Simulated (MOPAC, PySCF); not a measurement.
HF3Sn, SMILES `[F][SnH]([F])[F]`, neutral singlet in the gas phase. 

Z-matrix (Å, degrees):
```
Sn
F 1 1.8910
F 1 1.8910 2 104.99
F 1 1.8911 2 105.00 3 -110.43
H 1 1.6817 2 113.64 3 124.79
```
Charge 0, multiplicity 1.

All levels are single points at this geometry (PBE0-D4/def2-TZVP); Pople sets use spherical d functions. Orbital energies aren't observables, and empty levels follow the basis.

```tsv
level	HOMO (eV)	LUMO (eV)	gap (eV)	dipole (D)	vertical IE, Delta-SCF (eV)
PBE-D3(BJ)/def2-TZVP in PySCF	-9.29	-3.16	6.13	3.12	12.66
PBE0-D4/def2-TZVP in PySCF	-11.05	-2.15	8.90	3.33	13.42
B3LYP/6-311+G** (LANL2DZ on Sn) in PySCF	-11.15	-2.52	8.63	3.87	–
B3LYP/6-31G* (LANL2DZ on Sn) in PySCF	-10.41	-1.77	8.65	3.13	13.11
B3LYP/LANL2DZ in PySCF	-10.99	-2.60	8.39	3.93	–
BP86/6-31G* (LANL2DZ on Sn) in PySCF	-8.82	-2.56	6.26	2.92	–
M06-2X/6-31G* (LANL2DZ on Sn) in PySCF	-12.40	-0.51	11.89	3.24	–
SVWN5/6-31G* (LANL2DZ on Sn) in PySCF	-8.85	-2.62	6.23	3.02	–
PM7 in MOPAC	-13.40	0.33	13.73	4.44	–
```
